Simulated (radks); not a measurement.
Spherical jellium clusters: N electrons in a uniform positive sphere of charge N and radius rs N^(1/3), rs = 3.97 bohr. Level of theory: non-relativistic Kohn-Sham, exchange-only LDA, spin-polarised, spherical densities (a radial shooting solver with Libxc functionals). Levels are named by radial order and angular momentum (1s, 1p, 1d, 2s, ...), and open shells are averaged over m. Each electron was tried in the lowest free levels, single moves between levels near the top were tried too, and the lowest total energy was kept; such a search can miss a lower state. Energies include the self-energy of the background; IP and EA are vertical (highest electron removed, lowest free level filled), at fixed background; spill-out counts the electrons outside the background radius R, and alpha is the static dipole polarisability from linear response (closed shells only). A dash means not computed or, for alpha, an open shell; in EA it means that no bound solution was reached, which is typical of self-interaction and does not show that the anion is unstable. Real open-shell clusters deform, which this model forbids.

N	open shells	2S	E/N (eV)	E(N+1) + E(N-1) - 2E(N) (eV)	IP (eV)	EA (eV)	-e(HOMO) (eV)	spill-out (e)	alpha/R^3
1	1s(up 1, down 0)	1	-0.839	-	-	-	2.622	0.41	-
2	none	0	-0.924	0.637	4.209	-	2.486	0.61	1.804
3	1p(up 1, down 0)	1	-0.741	-0.679	3.226	-	1.639	0.93	-
4	1p(up 2, down 0)	2	-0.819	-0.487	3.827	-	2.178	1.12	-
5	1p(up 3, down 0)	3	-0.963	0.876	4.159	-	2.527	1.24	-
6	1p(up 3, down 1)	2	-0.913	-0.548	3.144	-	1.796	1.41	-
7	1p(up 3, down 2)	1	-0.955	-0.371	3.625	-	2.217	1.53	-
8	none	0	-1.034	1.091	3.918	-	2.510	1.64	1.537
9	1d(up 1, down 0)	1	-0.973	-0.309	2.755	-	1.488	1.83	-
10	1d(up 2, down 0)	2	-0.956	-0.261	3.053	-	1.784	1.99	-
11	1d(up 3, down 0)	3	-0.965	-0.222	3.283	-	2.019	2.12	-
12	1d(up 4, down 0)	4	-0.992	-0.191	3.465	-	2.212	2.23	-
13	1d(up 5, down 0)	5	-1.029	0.455	3.614	-	2.374	2.33	-
14	1d(up 5, down 0) 2s(up 1, down 0)	6	-1.028	0.249	3.116	-	2.018	2.56	-
15	1d(up 5, down 1) 2s(up 1, down 0)	5	-1.011	-0.252	2.896	-	1.776	2.66	-
16	1d(up 5, down 2) 2s(up 1, down 0)	4	-1.011	-0.247	3.115	-	1.990	2.74	-
17	1d(up 5, down 4)	1	-1.027	-0.224	3.359	1.135	2.227	2.73	-
18	none	0	-1.052	0.068	3.491	1.105	2.367	2.81	1.408
19	2s(up 1, down 0)	1	-1.072	0.355	3.396	-	2.320	2.97	-
20	none	0	-1.072	0.374	3.037	-	2.047	3.19	1.449
21	1f(up 1, down 0)	1	-1.054	-0.154	2.689	-	1.645	3.30	-
22	1f(up 2, down 0)	2	-1.045	-0.139	2.827	-	1.788	3.39	-
23	1f(up 3, down 0)	3	-1.042	-0.127	2.948	-	1.915	3.48	-
24	1f(up 4, down 0)	4	-1.045	-0.116	3.055	1.031	2.029	3.56	-
25	1f(up 5, down 0)	5	-1.053	-0.107	3.152	1.139	2.132	3.64	-
26	1f(up 6, down 0)	6	-1.064	-0.099	3.239	1.238	2.226	3.71	-
27	1f(up 7, down 0)	7	-1.077	0.637	3.317	-	2.312	3.78	-
28	1f(up 7, down 0) 2p(up 1, down 0)	8	-1.067	-	2.661	-	1.735	4.01	-

All shells are closed at N = 2, 8, 18, 20 (there: 1s2 1p6 1d10 2s2); the second difference of the energy has clear peaks (12 % above both neighbours; the first and last values, which can be the largest, are not judged, and half-filled shells can peak too) at N = 5, 8, 13.
